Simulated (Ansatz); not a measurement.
Ansatz (an electronic-structure program) input file for Pb(I)(SiH3) (H3IPbSi), SMILES [SiH3][Pb][I] (connectivity only; charge and spin as stated), neutral, multiplicity 1, PBE0-D3(BJ)/def2-SVP. 

Ansatz 0.2 input:
```yaml
crystal:
  periodic: [false, false, false]
  atoms:
    - {symbol: Pb, position_ang: [0.09592061, 0.42563225, 0.86570172]}
    - {symbol: I, position_ang: [-0.19477953, -1.50918615, -1.06951748]}
    - {symbol: Si, position_ang: [0.14064046, 2.56545941, -0.78383351]}
    - {symbol: H, position_ang: [-0.63814499, 3.68547153, -0.24115268]}
    - {symbol: H, position_ang: [-0.36434502, 2.37052864, -2.13848110]}
    - {symbol: H, position_ang: [1.49134817, 3.11258977, -0.94981192]}
basis:
  gaussian:
    orbitals: def2-SVP
hamiltonian:
  xc: pbe0
  dispersion: d3bj
relax: {f_tol: 0.002, max_steps: 200}
```

Log of the run:

```
[...]
integrals: 0.04 GiB planned
1076 factors; integrals over basis functions are off by at most 4.9e-4 eV
mean field: 0.38 GiB planned
mean field -21271.38896436 eV, -781.7091261748 hartree, gradient 1.7e-5 eV, S^2 0.000000; 0 other end points of the search recorded, 0 dependent functions left out
the calculation of the forces begins
reference -21271.38899053 eV, -781.7091271366 hartree; 32, 32 occupied and 53, 53 virtual orbitals, 1076 factors
relax step   5: F+E_penalty+E_count = -21271.55238422 eV  Δ(F+E_penalty+E_count) = -9.605e-4 eV  max|allowed force component| = 3.758e-2 eV/Å  Δτ_max = 0.0289 Å  (33 SCF iters, accepted)
these checks for a lower state are left out or cut short: starts, cluster_reference, orbital_swaps, neighbouring_geometries, increment
integrals: 0.04 GiB planned
1076 factors; integrals over basis functions are off by at most 4.5e-4 eV
mean field: 0.38 GiB planned
mean field -21271.38962038 eV, -781.7091502833 hartree, gradient 2.3e-5 eV, S^2 0.000000; 0 other end points of the search recorded, 0 dependent functions left out
the calculation of the forces begins
reference -21271.38964655 eV, -781.7091512449 hartree; 32, 32 occupied and 53, 53 virtual orbitals, 1076 factors
relax step   6: F+E_penalty+E_count = -21271.55383863 eV  Δ(F+E_penalty+E_count) = -1.454e-3 eV  max|allowed force component| = 1.273e-1 eV/Å  Δτ_max = 0.0871 Å  (31 SCF iters, accepted)
these checks for a lower state are left out or cut short: starts, cluster_reference, orbital_swaps, neighbouring_geometries, increment
integrals: 0.04 GiB planned
1076 factors; integrals over basis functions are off by at most 4.3e-4 eV
mean field: 0.38 GiB planned
mean field -21271.39134040 eV, -781.7092134930 hartree, gradient 2.1e-5 eV, S^2 0.000000; 0 other end points of the search recorded, 0 dependent functions left out
the calculation of the forces begins
reference -21271.39136642 eV, -781.7092144491 hartree; 32, 32 occupied and 53, 53 virtual orbitals, 1076 factors
relax step   7: F+E_penalty+E_count = -21271.55632265 eV  Δ(F+E_penalty+E_count) = -2.484e-3 eV  max|allowed force component| = 9.790e-2 eV/Å  Δτ_max = 0.0834 Å  (30 SCF iters, accepted)
these checks for a lower state are left out or cut short: starts, cluster_reference, orbital_swaps, neighbouring_geometries, increment
integrals: 0.04 GiB planned
1076 factors; integrals over basis functions are off by at most 4.1e-4 eV
mean field: 0.38 GiB planned
mean field evaluation 64: about -21271.3926 eV, gradient 1.2e-5 eV
mean field -21271.39264207 eV, -781.7092613283 hartree, gradient 1.2e-5 eV, S^2 0.000000; 0 other end points of the search recorded, 0 dependent functions left out
the calculation of the forces begins
reference -21271.39266808 eV, -781.7092622843 hartree; 32, 32 occupied and 53, 53 virtual orbitals, 1076 factors
relax step   8: F+E_penalty+E_count = -21271.55824543 eV  Δ(F+E_penalty+E_count) = -1.923e-3 eV  max|allowed force component| = 1.355e-1 eV/Å  Δτ_max = 0.1067 Å  (31 SCF iters, accepted)
these checks for a lower state are left out or cut short: starts, cluster_reference, orbital_swaps, neighbouring_geometries, increment
integrals: 0.04 GiB planned
1076 factors; integrals over basis functions are off by at most 4.0e-4 eV
mean field: 0.38 GiB planned
mean field -21271.39564078 eV, -781.7093715288 hartree, gradient 1.7e-5 eV, S^2 0.000000; 0 other end points of the search recorded, 0 dependent functions left out
the calculation of the forces begins
reference -21271.39566678 eV, -781.7093724845 hartree; 32, 32 occupied and 53, 53 virtual orbitals, 1076 factors
relax step   9: F+E_penalty+E_count = -21271.56122735 eV  Δ(F+E_penalty+E_count) = -2.982e-3 eV  max|allowed force component| = 1.177e-1 eV/Å  Δτ_max = 0.0390 Å  (32 SCF iters, accepted)
these checks for a lower state are left out or cut short: starts, cluster_reference, orbital_swaps, neighbouring_geometries, increment
integrals: 0.04 GiB planned
1076 factors; integrals over basis functions are off by at most 3.5e-4 eV
mean field: 0.38 GiB planned
mean field -21271.40057098 eV, -781.7095527104 hartree, gradient 2.4e-5 eV, S^2 0.000000; 0 other end points of the search recorded, 0 dependent functions left out
the calculation of the forces begins
reference -21271.40059703 eV, -781.7095536678 hartree; 32, 32 occupied and 53, 53 virtual orbitals, 1076 factors
relax step  10: F+E_penalty+E_count = -21271.56597279 eV  Δ(F+E_penalty+E_count) = -4.745e-3 eV  max|allowed force component| = 8.720e-2 eV/Å  Δτ_max = 0.1269 Å  (30 SCF iters, accepted)
these checks for a lower state are left out or cut short: starts, cluster_reference, orbital_swaps, neighbouring_geometries, increment
integrals: 0.04 GiB planned
1076 factors; integrals over basis functions are off by at most 3.4e-4 eV
mean field: 0.38 GiB planned
mean field -21271.40258893 eV, -781.7096268686 hartree, gradient 1.2e-5 eV, S^2 0.000000; 0 other end points of the search recorded, 0 dependent functions left out
the calculation of the forces begins
reference -21271.40261489 eV, -781.7096278227 hartree; 32, 32 occupied and 53, 53 virtual orbitals, 1076 factors
relax step  11: F+E_penalty+E_count = -21271.56934735 eV  Δ(F+E_penalty+E_count) = -3.375e-3 eV  max|allowed force component| = 1.450e-1 eV/Å  Δτ_max = 0.1694 Å  (31 SCF iters, accepted)
these checks for a lower state are left out or cut short: starts, cluster_reference, orbital_swaps, neighbouring_geometries, increment
integrals: 0.04 GiB planned
1076 factors; integrals over basis functions are off by at most 3.3e-4 eV
mean field: 0.38 GiB planned
mean field -21271.40442426 eV, -781.7096943159 hartree, gradient 1.7e-5 eV, S^2 0.000000; 0 other end points of the search recorded, 0 dependent functions left out
the calculation of the forces begins
reference -21271.40445023 eV, -781.7096952701 hartree; 32, 32 occupied and 53, 53 virtual orbitals, 1076 factors
relax step  12: F+E_penalty+E_count = -21271.57104641 eV  Δ(F+E_penalty+E_count) = -1.699e-3 eV  max|allowed force component| = 8.237e-2 eV/Å  Δτ_max = 0.0124 Å  (32 SCF iters, accepted)
these checks for a lower state are left out or cut short: starts, cluster_reference, orbital_swaps, neighbouring_geometries, increment
integrals: 0.04 GiB planned
1076 factors; integrals over basis functions are off by at most 3.4e-4 eV
mean field: 0.38 GiB planned
mean field evaluation 96: about -21271.4052 eV, gradient 9.4e-5 eV
mean field -21271.40515094 eV, -781.7097210208 hartree, gradient 1.7e-5 eV, S^2 0.000000; 0 other end points of the search recorded, 0 dependent functions left out
the calculation of the forces begins
reference -21271.40517685 eV, -781.7097219728 hartree; 32, 32 occupied and 53, 53 virtual orbitals, 1076 factors
relax step  13: F+E_penalty+E_count = -21271.57210785 eV  Δ(F+E_penalty+E_count) = -1.061e-3 eV  max|allowed force component| = 1.155e-2 eV/Å  Δτ_max = 0.0388 Å  (31 SCF iters, accepted)
these checks for a lower state are left out or cut short: starts, cluster_reference, orbital_swaps, neighbouring_geometries, increment
integrals: 0.04 GiB planned
1076 factors; integrals over basis functions are off by at most 3.5e-4 eV
mean field: 0.38 GiB planned
mean field -21271.40532245 eV, -781.7097273235 hartree, gradient 1.7e-5 eV, S^2 0.000000; 0 other end points of the search recorded, 0 dependent functions left out
the calculation of the forces begins
reference -21271.40534838 eV, -781.7097282765 hartree; 32, 32 occupied and 53, 53 virtual orbitals, 1076 factors
relax step  14: F+E_penalty+E_count = -21271.57247016 eV  Δ(F+E_penalty+E_count) = -3.623e-4 eV  max|allowed force component| = 1.942e-2 eV/Å  Δτ_max = 0.0463 Å  (32 SCF iters, accepted)
these checks for a lower state are left out or cut short: starts, cluster_reference, orbital_swaps, neighbouring_geometries, increment
integrals: 0.04 GiB planned
1076 factors; integrals over basis functions are off by at most 3.5e-4 eV
mean field: 0.38 GiB planned
mean field -21271.40569689 eV, -781.7097410840 hartree, gradient 1.7e-5 eV, S^2 0.000000; 0 other end points of the search recorded, 0 dependent functions left out
the calculation of the forces begins
reference -21271.40572284 eV, -781.7097420378 hartree; 32, 32 occupied and 53, 53 virtual orbitals, 1076 factors
relax step  15: F+E_penalty+E_count = -21271.57253126 eV  Δ(F+E_penalty+E_count) = -6.110e-5 eV  max|allowed force component| = 1.846e-2 eV/Å  Δτ_max = 0.0332 Å  (32 SCF iters, accepted)
these checks for a lower state are left out or cut short: starts, cluster_reference, orbital_swaps, neighbouring_geometries, increment
integrals: 0.04 GiB planned
1076 factors; integrals over basis functions are off by at most 3.5e-4 eV
mean field: 0.38 GiB planned
mean field -21271.40559053 eV, -781.7097371755 hartree, gradient 2.7e-5 eV, S^2 0.000000; 0 other end points of the search recorded, 0 dependent functions left out
the calculation of the forces begins
reference -21271.40561647 eV, -781.7097381288 hartree; 32, 32 occupied and 53, 53 virtual orbitals, 1076 factors
relax step  16: F+E_penalty+E_count = -21271.57257704 eV  Δ(F+E_penalty+E_count) = -4.577e-5 eV  max|allowed force component| = 1.144e-2 eV/Å  Δτ_max = 0.0089 Å  (25 SCF iters, accepted)
these checks for a lower state are left out or cut short: starts, cluster_reference, orbital_swaps, neighbouring_geometries, increment
integrals: 0.04 GiB planned
1076 factors; integrals over basis functions are off by at most 3.5e-4 eV
mean field: 0.38 GiB planned
mean field -21271.40565511 eV, -781.7097395487 hartree, gradient 1.9e-5 eV, S^2 0.000000; 0 other end points of the search recorded, 0 dependent functions left out
the calculation of the forces begins
reference -21271.40568105 eV, -781.7097405020 hartree; 32, 32 occupied and 53, 53 virtual orbitals, 1076 factors
relax step  17: F+E_penalty+E_count = -21271.57261272 eV  Δ(F+E_penalty+E_count) = -3.568e-5 eV  max|allowed force component| = 2.910e-3 eV/Å  Δτ_max = 0.0036 Å  (25 SCF iters, accepted)
these checks for a lower state are left out or cut short: starts, cluster_reference, orbital_swaps, neighbouring_geometries, increment
integrals: 0.04 GiB planned
1076 factors; integrals over basis functions are off by at most 3.5e-4 eV
mean field: 0.38 GiB planned
mean field evaluation 128: about -21271.4057 eV, gradient 2.5e-5 eV
mean field -21271.40566850 eV, -781.7097400407 hartree, gradient 4.6e-5 eV, S^2 0.000000; 0 other end points of the search recorded, 0 dependent functions left out
the calculation of the forces begins
reference -21271.40569444 eV, -781.7097409940 hartree; 32, 32 occupied and 53, 53 virtual orbitals, 1076 factors
relax step  18: F+E_penalty+E_count = -21271.57261376 eV  Δ(F+E_penalty+E_count) = -1.043e-6 eV  max|allowed force component| = 3.803e-4 eV/Å  Δτ_max = 0.0012 Å  (21 SCF iters, accepted)
integrals: 0.04 GiB planned
1076 factors; integrals over basis functions are off by at most 3.5e-4 eV
mean field: 0.38 GiB planned
mean field -21271.40566850 eV, -781.7097400407 hartree, gradient 4.6e-5 eV, S^2 0.000000; 1 other end points of the search recorded, 0 dependent functions left out
the calculation of the forces begins
reference -21271.40569444 eV, -781.7097409940 hartree; 32, 32 occupied and 53, 53 virtual orbitals, 1076 factors
Total energy: -21271.57263970 eV, -781.7158761193 hartree
Atom 0 at    -0.414616     0.448086     0.913109 Å, force     0.000200     0.000214    -0.000295 eV/Å
Atom 1 at     0.477171    -1.306165    -1.126533 Å, force    -0.000140     0.000076     0.000026 eV/Å
Atom 2 at     0.044884     2.576011    -0.768130 Å, force    -0.000057    -0.000374     0.000239 eV/Å
Atom 3 at    -0.280352     3.909153    -0.158623 Å, force    -0.000164     0.000327     0.000177 eV/Å
Atom 4 at    -0.784818     2.425919    -2.006984 Å, force    -0.000219    -0.000204    -0.000234 eV/Å
Atom 5 at     1.488372     2.597491    -1.169933 Å, force     0.000380    -0.000040     0.000087 eV/Å
Dipole moment:    -0.252962     0.218710     0.636803 e Å
```

The run converged.
